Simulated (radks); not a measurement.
All-electron atom: neutral rubidium in [Kr] 5s1 (the NIST ground configuration). Calculated with a radial shooting solver on a logarithmic mesh with Libxc functionals: Dirac Kohn-Sham, PBE, spin-unpolarised, spherical densities, point nucleus; speed of light set to 1370.36 atomic units (10 times the physical value, a model run). Some entries of the table are withheld. Estimate them.

orbital,occ.,eigenvalue (eV),<1/r> (bohr^-1)
1s1/2,2,-14745.70,36.51
2s1/2,2,-1943.085,8.136
2p1/2,2,(1),(2)
2p3/2,4,(3),(4)
3s1/2,2,(5),2.727
3p1/2,2,-222.6130,(6)
3p3/2,4,-222.5261,(7)
3d3/2,4,(8),2.394
3d5/2,6,(9),2.394
4s1/2,2,-30.8337,0.8985
4p1/2,2,-16.0490,0.7639
4p3/2,4,-16.0406,0.7637
5s1/2,1,-2.2002,(10)

Answer. 
(1) 2p1/2 eigenvalue (eV): -1764.209
(2) 2p1/2 <1/r> (bohr^-1): 8.119
(3) 2p3/2 eigenvalue (eV): -1763.627
(4) 2p3/2 <1/r> (bohr^-1): 8.116
(5) 3s1/2 eigenvalue (eV): -287.1500
(6) 3p1/2 <1/r> (bohr^-1): 2.621
(7) 3p3/2 <1/r> (bohr^-1): 2.621
(8) 3d3/2 eigenvalue (eV): -106.2843
(9) 3d5/2 eigenvalue (eV): -106.2687
(10) 5s1/2 <1/r> (bohr^-1): 0.2362
